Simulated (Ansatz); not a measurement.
Consider the ligand exchange at the Sn–S bond: `C[S][Sn][O][SiH3]` + HCl → `[SiH3][O][Sn][Cl]` + CH₃SH.

Gas-phase electronic energies from Ansatz, PBE0-D4/def2-TZVP geometries. CCSD(T)/CBS adds triple-zeta CCSD(T) − MP2 to the extrapolated MP2 energy (def2 sets, frozen cores). This one scheme is used for every species. Functionals use def2-TZVPP. HSE06 is defined as in plane-wave codes. def2 core potentials past Kr. For Sn outer-core shells are correlated without core-valence functions, which leaves a few kJ/mol of doubt a bond. Each species was taken in one conformer, which may not be the lowest.

CCSD(T)/CBS gives -0.43 eV.

Problem. Another level gave -0.45 eV. Which?
A. CCSD(T)/def2-TZVPP
B. HSE06/def2-TZVPP
C. CAM-B3LYP/def2-TZVPP
D. BHLYP-D4/def2-TZVPP

Solution. B. HSE06 -0.45, CCSD(T)/def2-TZVPP -0.40, CAM-B3LYP -0.53, BHLYP-D4 -0.49 eV.

Largest T1 diagnostic among the species: 0.016.

In def2-TZVPP, CCSD(T) changes the Hartree–Fock value by +0.27 eV (the triples alone add +0.05 eV) and MP2 by +0.28 eV. At CCSD(T), def2-SVP lies +0.03 eV from the extrapolated value and def2-TZVPP +0.02 eV.
